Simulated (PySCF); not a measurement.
**Atomic charges by several schemes**

Species: C7H9N.
Z-matrix (Å and degrees, PBE0-D3(BJ)/def2-TZVP geometry), rows numbered from 1:
```
C 
C   1  1.5252
C   2  1.4989  1  111.56
C   3  1.3929  2  121.35  1   -95.91
C   4  1.3835  3  119.27  2   177.94
C   5  1.3852  4  118.70  3     0.01
C   6  1.3862  5  118.00  4    -0.02
N   7  1.3273  6  123.75  5    -0.01
H   1  1.0921  2  111.02  3  -178.60
H   1  1.0918  2  110.24  3   -58.56
H   1  1.0928  2  111.08  3    61.07
H   2  1.0923  1  109.49  3   119.60
H   2  1.0935  1  110.07  3  -122.09
H   4  1.0841  3  119.88  2    -2.28
H   5  1.0843  4  120.55  3   179.77
H   6  1.0830  5  121.51  4   179.78
H   7  1.0870  6  120.25  5   179.77
```

Density: PBE0/pcSseg-2 (PySCF); schemes: Mulliken, IAO, Hirshfeld and ESP-fitted. One conformer (not necessarily the lowest) at the PBE0-D3(BJ)/def2-TZVP geometry, without solvent, vibrations or thermal averaging.

Question: At which atom do the 4 schemes differ most?

Answer: At C3: from +0.069 (Hirshfeld) to +0.608 e (ESP-fitted), 0.539 e apart.

Question: Do the Mulliken, IAO, Hirshfeld and ESP-fitted schemes agree on where the charge is highest?

Answer: The schemes don't all agree: Mulliken C3 (+0.279); IAO H15 and H16 (+0.159); Hirshfeld C3 (+0.069); ESP-fitted C3 (+0.608).

Question: Tabulate the Mulliken, IAO, Hirshfeld and ESP-fitted charges.

Answer: In e:

```
atom                          environment  Mulliken     IAO  Hirshfeld  ESP-fitted
  C1                        methyl carbon    -0.054  -0.424     -0.123      -0.140
  C2                 benzylic-type carbon    -0.035  -0.272     -0.080      -0.051
  C3          substituted aromatic carbon    +0.279  +0.153     +0.069      +0.608
  C4                   aromatic CH carbon    -0.178  -0.194     -0.059      -0.584
  C5                   aromatic CH carbon    +0.057  -0.122     -0.035      +0.245
  C6                   aromatic CH carbon    -0.039  -0.195     -0.061      -0.546
  C7  aromatic CH next to a ring nitrogen    +0.067  -0.008     +0.012      +0.469
  N8               pyridine-type nitrogen    -0.331  -0.300     -0.161      -0.695
  H9                      methyl hydrogen    +0.037  +0.145     +0.045      +0.043
 H10                      methyl hydrogen    +0.039  +0.152     +0.043      +0.056
 H11                      methyl hydrogen    +0.019  +0.140     +0.040      +0.039
 H12                   methylene hydrogen    +0.039  +0.158     +0.047      +0.036
 H13                   methylene hydrogen    +0.018  +0.137     +0.043      +0.011
 H14                    aromatic hydrogen    +0.012  +0.153     +0.053      +0.203
 H15                    aromatic hydrogen    +0.027  +0.159     +0.059      +0.083
 H16                    aromatic hydrogen    +0.023  +0.159     +0.055      +0.193
 H17                    aromatic hydrogen    +0.019  +0.155     +0.052      +0.029
```

Mean size of the charges over all atoms: ESP-fitted 0.237 e, IAO 0.178 e, Mulliken 0.075 e, Hirshfeld 0.061 e. Each set sums to the total charge, 0, to within 0.001 e. The ESP scheme fits charges at the nuclei, held to the total charge, to the electrostatic potential on points at 1.4 to 2.0 times the van der Waals radii.

Question: How closely do the schemes follow one another over all atoms?

Answer: Correlation coefficient and root-mean-square difference: IAO with Hirshfeld 0.97, 0.131 e; Mulliken with ESP-fitted 0.89, 0.235 e; Mulliken with Hirshfeld 0.75, 0.081 e; Hirshfeld with ESP-fitted 0.70, 0.289 e; Mulliken with IAO 0.61, 0.156 e; IAO with ESP-fitted 0.60, 0.268 e.

Question: Sum the charges by element, for elements with more than one atom.

Answer: 
| element | atoms | Mulliken | IAO | Hirshfeld | ESP-fitted |
| --- | --- | --- | --- | --- | --- |
| C | 7 | +0.097 | -1.060 | -0.277 | +0.003 |
| H | 9 | +0.234 | +1.360 | +0.437 | +0.692 |
